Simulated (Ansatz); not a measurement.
HHfI₃O, SMILES `[OH][Hf]([I])([I])[I]`. Total charge 0; spin multiplicity 1. Hf, I: def2 effective core potential.

```xyz
6

O    -0.2471   -0.1633   -1.4977
Hf    0.0560    0.0369    0.3398
I    -2.1607    1.0731    1.4833
I     0.6027   -2.3844    1.4043
I     2.1507    1.7029    0.7030
H    -0.4015   -0.2652   -2.4327
```

Question: List the harmonic frequencies (cm⁻¹, unscaled) at PBE0-D4/def2-TZVP in Ansatz. (An estimate is asked.)

Answer: The calculation gave: 45, 45, 57, 126, 126, 176, 216, 216, 254, 254, 742, 3996.

Question: Is this a minimum?

Answer: Yes, all 12 modes are real.

Question: Give the ideal-gas thermochemistry at 298.15 K and 1 bar (rigid rotor, harmonic oscillator; point group C3v, symmetry number 3).

Answer: Zero-point energy 37.4 kJ/mol; H(298) − E = 64.7 kJ/mol; entropy 448.5 J/(mol·K), of which translation 188.1, rotation 132.4, vibration 128.0; G(298) − E = -69.1 kJ/mol. Modes under 100 cm⁻¹ are hindered rotations or soft bends, so the harmonic entropy is rough.

Question: And at 400, 500, 600, 800 and 1000 K?

Answer: 
```json
{"T (K)": "400", "H − E (kJ/mol)": "76.6", "S (J/mol/K)": "482.9", "G − E (kJ/mol)": "-116.6"}
{"T (K)": "500", "H − E (kJ/mol)": "88.6", "S (J/mol/K)": "509.6", "G − E (kJ/mol)": "-166.2"}
{"T (K)": "600", "H − E (kJ/mol)": "100.7", "S (J/mol/K)": "531.7", "G − E (kJ/mol)": "-218.3"}
{"T (K)": "800", "H − E (kJ/mol)": "125.2", "S (J/mol/K)": "566.9", "G − E (kJ/mol)": "-328.4"}
{"T (K)": "1000", "H − E (kJ/mol)": "150.0", "S (J/mol/K)": "594.6", "G − E (kJ/mol)": "-444.6"}
```
